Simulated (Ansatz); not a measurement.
Reactions of C$_{3}$H$_{7}$N (`C=NCC`).

Calculated with Ansatz (gas phase, PBE0-D4/def2-TZVP geometries, no zero-point term in ΔE). CBS: MP2 limit from def2 TZ/QZ plus the TZ coupled-cluster correction, frozen cores. This one scheme is used for every species. DFT in def2-TZVPP. For Se outer-core shells are correlated without core-valence functions, which leaves a few kJ/mol of doubt a bond. Scalar relativity is left out up to krypton. Each species was taken in one conformer, which may not be the lowest.

| reaction | CCSD(T)/CBS(def2) (kJ/mol) |
| --- | --- |
| `C=NCC` → `C=CNC` | 9 |
| `C=NCC` + H₂Se → `C=NC[SeH]` + CH₄ | 3 |
| `C=NCC` + `OC(=S)S` → `CCOC(=S)S` + `C=N` | 40 |
| `C=NCC` + `BC(=C)S` → `BC(=C)SC` + `C=NC` | ? |

(1) Fill in the missing values. (Estimate.)

Largest T1 diagnostic: 0.017, for `OC(=S)S`.

Results:

(1) Ansatz gave: `C=NCC` + `BC(=C)S` → `BC(=C)SC` + `C=NC`: +14.4 kJ/mol.
